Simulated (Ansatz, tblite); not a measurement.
Cost and result up the ladder for Pb3O7H8, a hydroxylated oxide cluster (18 atoms). Charge 0, multiplicity 1. Geometry: PBE-D4/def2-SVP.

Cartesian coordinates in Å:
```
Pb 2.5610 0.5751 -0.4528
Pb 0.8339 1.1993 2.5589
Pb -1.1184 -1.1075 -1.4719
O -0.1606 -1.8698 1.0237
O -1.0615 0.0982 2.2415
O -0.6299 0.1235 -3.3057
O 2.0801 -0.4815 1.5225
O 1.1660 -0.6670 -1.6622
O 0.9063 1.9482 0.3840
O -1.4040 0.8449 -0.2815
H -0.6279 -1.1139 1.6355
H -0.4310 -2.7353 1.3814
H -1.4207 0.4733 1.3782
H -0.8338 1.0607 -3.1128
H 1.3971 -1.1946 1.3254
H 0.8424 -0.1881 -2.5062
H 0.0145 1.6349 0.0024
H -2.1135 1.3996 -0.6604
```

Ansatz on 4 threads of Arm Neoverse N1 on a shared host; xTB runs through tblite on one thread. Times are rough, summed over both states, and most runs start from the orbitals of an earlier one. PBE0-D4/def2-SVP serves as the yardstick here, not as an exact answer. The other state is a triplet.

In the def2 sets Pb takes a core potential; there is no spin–orbit coupling. The xTB rows come from tblite.

xTB has no spin-polarisation term.

```json
{"level": "GFN2-xTB", "functions": "48", "wall time": "0.04 s", "vertical triplet (eV)": "5.33", "difference from PBE0-D4/def2-SVP (eV)": "0.91"}
{"level": "GFN1-xTB", "functions": "56", "wall time": "0.044 s", "vertical triplet (eV)": "6.31", "difference from PBE0-D4/def2-SVP (eV)": "1.89"}
{"level": "PBE-D4/def2-SVP", "functions": "216", "wall time": "30 s", "vertical triplet (eV)": "3.85", "difference from PBE0-D4/def2-SVP (eV)": "-0.57"}
{"level": "PBE0-D4/def2-SVP", "functions": "216", "wall time": "71 s", "vertical triplet (eV)": "4.41", "difference from PBE0-D4/def2-SVP (eV)": "0.00"}
```
